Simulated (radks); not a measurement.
The numbers below are computed, except where a source is named.
Species: Eu35+. Configuration: [Ar] 3d10. Level of theory: scalar-relativistic Kohn-Sham, exchange-only LDA, spin-polarised, spherical densities, point nucleus (a radial shooting solver on a logarithmic mesh with Libxc functionals).

Normalised radial functions P(r) = r R(r), r in bohr:

r	3p	3d
0.001013	0.0054	0.0000
0.001287	0.0081	0.0000
0.001637	0.0123	0.0001
0.002081	0.0185	0.0001
0.002645	0.0279	0.0003
0.003362	0.0420	0.0005
0.004274	0.0631	0.0010
0.005434	0.0944	0.0019
0.006908	0.1401	0.0036
0.008781	0.2060	0.0068
0.01116	0.2986	0.0131
0.01419	0.4247	0.0246
0.01804	0.5886	0.0459
0.02293	0.7879	0.0839
0.02916	1.0063	0.1499
0.03706	1.2048	0.2600
0.04712	1.3141	0.4342
0.0599	1.2384	0.6920
0.07614	0.8808	1.0404
0.0968	0.1995	1.4563
0.1231	-0.7197	1.8671
0.1564	-1.6275	2.1509
0.1989	-2.1839	2.1757
0.2528	-2.1568	1.8788
0.3214	-1.6108	1.3355
0.4086	-0.8868	0.7436
0.5194	-0.3399	0.3032
0.6603	-0.0834	0.0831
0.8394	-0.0117	0.0137
1.067	-0.0008	0.0012
1.356	0.0000	0.0000

3p: eigenvalue -2801.6 eV, 1 radial node at r = 0.102 bohr, <r> = 0.242 bohr, 90 % of the charge inside 0.361 bohr. 3d: eigenvalue -2454.1 eV, 0 radial nodes, <r> = 0.219 bohr, 90 % of the charge inside 0.339 bohr.
